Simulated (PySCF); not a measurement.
CH5S, SMILES C[SH2+], charge +1.

The structure is a stationary point at B3LYP-D3(BJ)/def2-TZVP. The isomer is the one that the SMILES or the coordinates give; other isomers of the formula were not compared.

All values below come from SMD-PBE0/def2-SVP run with PySCF.

Solvation free energies are E(SMD) − E(gas) at the gas-phase geometry, for 1 M in both phases.

| solvent | ΔG(solv) (kcal/mol) | its non-electrostatic (CDS) part |
|---|---|---|
| water | -63.2 | 2.9 |
| diethylether | -51.5 | -0.5 |
| chlorobenzene | (withheld) | (withheld) |

**Question.** What belongs in the gaps? (Estimate from the structure and the level; the computed values follow.)

**Answer.** 
- chlorobenzene, ΔG(solv) (kcal/mol): -55.4
- chlorobenzene, its non-electrostatic (CDS) part: -0.3
